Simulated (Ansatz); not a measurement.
Isolated molecules relaxed with PBE0-D4/def2-TZVP in Ansatz; ΔE leaves out vibrations. CCSD(T)/CBS adds triple-zeta CCSD(T) − MP2 to the extrapolated MP2 energy (def2 sets, frozen cores). This one scheme is used for every species. Functionals use def2-TZVPP. def2 core potentials past Kr. For Br, In outer-core shells are correlated without core-valence functions, which leaves a few kJ/mol of doubt a bond. Scalar relativity is left out up to krypton. Each species was taken in one conformer, which may not be the lowest.

Reaction (ligand exchange at the In–O bond): `[OH][InH][Br]` + CH₃OH → `C[O][InH][Br]` + H₂O

```tsv
level	ΔE (kcal/mol)
BLYP	0.4
MP2/def2-QZVPP	-1.6
```

(1) What does CCSD(T)/CBS give? (Estimate.)

Largest T1 diagnostic among the species: 0.014.

Answers

(1) The calculation gave: -1.5 kcal/mol. The listed levels differ from it by 1.9, -0.1 kcal/mol.

Leaving LDA and LC-ωPBE aside and taking each functional with its dispersion term where it has one, the values, not all of them listed here, spread over 0.9 kcal/mol, from BLYP-D4 to B2PLYP. LDA lies −1.4 kcal/mol from PBE without D4. The D4 term adds −1.4 kcal/mol with B3LYP and −0.8 kcal/mol with PBE0; it sums over pairs of atoms, weighted by their polarisabilities, and B3LYP, whose exchange is more repulsive, gets the larger term. In def2-TZVPP, CCSD(T) changes the Hartree–Fock value by −2.2 kcal/mol (the triples alone add −0.4 kcal/mol) and MP2 by −2.4 kcal/mol.

B3LYP here is the variant with VWN-RPA as its local correlation; programs differ in this.
